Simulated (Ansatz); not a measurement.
Reaction (formal exchange of groups at a C–C bond): `CC#CCCCCC` + `C[SiH3]` → `CC#C[SiH2]C` + `CCCCC`

Isolated molecules relaxed with PBE0-D4/def2-TZVP in Ansatz; ΔE leaves out vibrations. CBS: MP2 limit from def2 TZ/QZ plus the TZ coupled-cluster correction, frozen cores. This one scheme is used for every species. Functionals use def2-TZVPP. B3LYP here is the variant with VWN-RPA as its local correlation; programs differ in this. Each species was taken in one conformer, which may not be the lowest.

`CC#CCCCCC`:

```xyz
22

C     2.807   -0.229   -2.501
C     1.673   -0.772   -1.777
C     0.736   -1.228   -1.177
C    -0.411   -1.751   -0.451
C    -1.573   -0.756   -0.357
C    -1.209    0.574    0.285
C    -0.728    0.468    1.723
C    -0.461    1.826    2.349
H     2.792    0.864   -2.493
H     3.751   -0.552   -2.054
H     2.802   -0.555   -3.544
H    -0.761   -2.667   -0.940
H    -0.093   -2.049    0.554
H    -1.958   -0.576   -1.365
H    -2.381   -1.232    0.209
H    -0.436    1.062   -0.318
H    -2.087    1.230    0.250
H     0.187   -0.132    1.763
H    -1.476   -0.072    2.318
H     0.302    2.372    1.787
H    -0.111    1.733    3.380
H    -1.365    2.441    2.359
```

`C[SiH3]`:

Z-matrix (Å, degrees):
```
C
Si 1 1.871
H 1 1.092 2 110.8
H 1 1.092 2 110.8 3 -120.0
H 1 1.092 2 110.8 3 120.0
H 2 1.488 1 110.7 3 -179.9
H 2 1.488 1 110.7 3 -59.9
H 2 1.488 1 110.7 3 60.1
```

`CC#C[SiH2]C`:

Cartesian coordinates in Å:
```
C -1.734 2.375 -0.514
C -1.107 1.092 -0.275
C -0.587 0.019 -0.075
Si 0.215 -1.587 0.226
C 2.059 -1.377 0.430
H -2.449 2.310 -1.338
H -0.988 3.131 -0.772
H -2.271 2.717 0.374
H -0.375 -2.192 1.450
H -0.079 -2.487 -0.922
H 2.498 -0.937 -0.468
H 2.538 -2.343 0.609
H 2.280 -0.721 1.275
```

`CCCCC`:

Cartesian coordinates in Å:
```
C 1.009 0.417 2.156
C 0.392 -0.297 0.966
C -0.411 0.638 0.073
C -1.107 -0.048 -1.095
C -0.155 -0.652 -2.116
H 1.578 -0.269 2.788
H 0.240 0.883 2.779
H 1.690 1.209 1.830
H 1.183 -0.781 0.385
H -0.263 -1.103 1.319
H -1.162 1.149 0.687
H 0.251 1.425 -0.311
H -1.754 0.680 -1.597
H -1.773 -0.828 -0.709
H 0.451 -1.451 -1.684
H 0.529 0.106 -2.510
H -0.700 -1.077 -2.962
```

| level | ΔE (kJ/mol) | difference from CCSD(T)/CBS |
| --- | --- | --- |
| PBE0-D4 | -57.6 | 5.2 |
| B3LYP-D4 | -61.0 | 1.8 |
| ωB97M-V | -60.3 | 2.5 |
| B2PLYP | -64.3 | -1.5 |
| r2SCAN | -65.1 | -2.3 |
| B3LYP | -64.4 | -1.6 |
| HF/def2-TZVPP | -64.9 | -2.1 |
| HF/def2-QZVPP | -65.1 | -2.3 |
| SCS-MP2/def2-QZVPP | -63.2 | -0.4 |
| MP2/CBS(def2) | -63.4 | -0.6 |
| CCSD(T)/CBS | -62.8 | 0 |

Largest T1 diagnostic among the species: 0.011.

The D4 term adds +3.4 kJ/mol with B3LYP and +2.3 kJ/mol with PBE0; it sums over pairs of atoms, weighted by their polarisabilities, and B3LYP, whose exchange is more repulsive, gets the larger term. In def2-TZVPP, CCSD(T) changes the Hartree–Fock value by +3.8 kJ/mol (the triples alone add +0.0 kJ/mol) and MP2 by +3.2 kJ/mol.

CCSD(T)/CBS has its own doubt, a few kJ/mol and more with outer-core shells, so smaller differences from it don't rank the levels.
